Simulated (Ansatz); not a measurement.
Geometry optimisation, RKS B3LYP/def2-SVP (Ansatz).

Input file:

```yaml
crystal:
  periodic: [false, false, false]
  atoms:
    - { symbol: "N", position_ang: [-0.2854, 1.8837, 1.8489] }
    - { symbol: Al, position_ang: [-0.3956, 0.6223, 0.4412] }
    - { symbol: B, position_ang: [-1.1342, -1.3546, 0.1482] }
    - { symbol: "N", position_ang: [-0.0475, -1.6362, -1.0065] }
    - { symbol: Si, position_ang: [0.948, -0.2314, -1.1452] }
    - { symbol: H, position_ang: [-0.37409, 1.45191, 2.72932] }
    - { symbol: H, position_ang: [-1.12981, 2.54938, 1.74124] }
    - { symbol: H, position_ang: [-1.8986, -1.9705, 0.7007] }
    - { symbol: H, position_ang: [-0.6887, -1.6642, -1.8351] }
    - { symbol: H, position_ang: [0.8368, 0.4105, -2.4266] }
    - { symbol: H, position_ang: [2.2897, -0.5509, -0.6354] }
basis:
  gaussian: { orbitals: def2-SVP }
hamiltonian:
  xc: b3lyp
relax:
  f_tol: 0.015
  max_steps: 40
```

Run as:

```bash
$ ansatz run input.yaml --threads 2 --pin off --max-ram 3072MiB --backend cpu --events-out ev --progress --plain --runs-dir out
```

Problem. Where does it end, and by what steps?

Solution. It converged. After 12 steps the energy has fallen by 2.965 eV; H7 moved furthest, 1.16 Å.

```
step  energy less start (eV)  largest force component (eV/Å)  accepted
   0                  0.0000                           4.558       yes
   1                 -1.3966                           3.567       yes
   2                 -2.1788                           3.271       yes
   3                 -2.4323                           1.646       yes
   4                 -2.6597                           0.629       yes
   5                 -2.7341                           0.727       yes
   6                 -2.7970                           1.730       yes
   7                 -2.9127                           0.641       yes
   8                 -2.9549                           0.284       yes
   9                 -2.9636                           0.058       yes
  10                 -2.9645                           0.059       yes
  11                 -2.9651                           0.034       yes
  12                 -2.9653                           0.007       yes
```

```xyz
11
Properties=species:S:1:pos:R:3
N -0.564 1.853 1.980
Al -0.437 0.523 0.808
B -1.130 -1.380 0.138
N -0.245 -1.454 -0.958
Si 0.890 -0.049 -1.188
H -1.215 1.882 2.760
H 0.000 2.699 1.974
H -1.920 -2.263 0.377
H -0.259 -2.267 -1.578
H 0.696 0.520 -2.565
H 2.305 -0.555 -1.186
```

Whether the end is a true minimum wasn't checked by a vibrational analysis.

The run took 44 s on 2 threads of Arm Neoverse V1 (shared host), peak memory 0.23 GiB.
